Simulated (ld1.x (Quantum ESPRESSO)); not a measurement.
Ranking TM potentials for B

All share these settings but for the change named:

```
Element                 : boron (B)
Generator               : ld1.x (Quantum ESPRESSO) 7.5
Type                    : norm-conserving Troullier–Martins (Kleinman–Bylander form)
Functional              : Wu–Cohen
Relativity              : non-relativistic
Frozen core             : [He]
Valence charge          : 3
Reference configuration : 2s1 2p0 (charge +2)
Partial waves           : 2p (bound, empty): rc 1.95 bohr; 3d channel at 0.4 Ry: rc 1.80 bohr; 2s (bound): rc 1.20 bohr
Local potential         : the s channel
Core correction         : a·sin(br)/r model core inside 0.55 bohr
```

Test errors are all-electron minus pseudo excitation energies from the reference, over 2s2 2p1; 2s2 2p0; 2s2 2p0.5; 2s1 2p2; 2s1 2p1; 2s0 2p3; 2s2 2p1.3. None of these files shows a bound ghost.

The base gives 111.9 meV.

Of 5 variants that were run, those that failed, showed a ghost or another fault, or gave nearly equal values are left out.

A variant can come out equal or close to the base, since the largest error may sit in a test that the change hardly touches while other tests move.

(1) Rank these variants by their largest absolute test error, smallest first.
A. wave 2s (bound): rc 1.20 bohr becomes 2s (bound): rc 1.72 bohr
B. wave 2s (bound): rc 1.20 bohr becomes 2s (bound): rc 1.34 bohr
C. wave 2s (bound): rc 1.20 bohr becomes 2s (bound): rc 1.52 bohr

Answers

(1) B (115.1 meV), C (137.1 meV), A (180.1 meV).
